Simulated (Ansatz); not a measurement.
`[F][GaH2]` → `[F][GaH]`• + H• at 600 K and 1 bar (homolysis of the Ga–H bond).

Gas-phase electronic energies from Ansatz, PBE0-D4/def2-TZVP geometries. CCSD(T)/CBS adds triple-zeta CCSD(T) − MP2 to the extrapolated MP2 energy (def2 sets, frozen cores). This one scheme is used for every species, atoms too. Open shells (•) are unrestricted, without spin–orbit coupling. For Ga outer-core shells are correlated without core-valence functions, so the limit isn't a true one: a few kJ/mol of doubt a bond, and 10 to 20 or more in all where bonds break to atoms. Scalar relativity is left out up to krypton.

| species | CCSD(T)/CBS energy (Eh) | H − E (kJ/mol) | S (J/(mol·K)) |
| --- | --- | --- | --- |
| `[F][GaH2]` | -2024.95631 | 68.4 | 292.7 |
| `[F][GaH]`• | -2024.31898 | 42.2 | 290.9 |
| H• | -0.50000 | 12.5 | 129.3 |

H − E and S are ideal-gas, rigid-rotor, harmonic terms from PBE0-D4/def2-TZVP, with the whole ground term of open shells counted as degenerate. 1 Eh = 2625.50 kJ/mol, R = 8.31446 J/(mol·K).

By hand: ΔE, ΔH, ΔS and ΔG.

ΔE = (-2024.31898) + (-0.50000) − (-2024.95631) = 0.13733 Eh = 360.6 kJ/mol. Δ(H − E) = 42.2 + 12.5 − 68.4 = -13.7, so ΔH = 346.9 kJ/mol. ΔS = 290.9 + 129.3 − 292.7 = 127.5 J/(mol·K). ΔG = 346.9 − 600 × (127.5)/1000 = 270.4 kJ/mol.

By hand: the equilibrium constant, and the temperature at which ΔG would vanish if ΔH and ΔS stayed fixed.

log₁₀ K = −ΔG/(RT ln 10) = -23.5. ΔG = 0 at ΔH/ΔS = 2721 K, far beyond where these terms or the molecules hold.

The number of gas molecules changes by +1, which sets the sign of ΔS. A doubt of 5 kJ/mol in ΔE shifts log₁₀ K by 0.4 here. These are equilibria of isolated gas molecules and say nothing of rates. Largest T1 diagnostic: 0.017 (customary marks: 0.02 for closed shells, 0.045 for open ones).
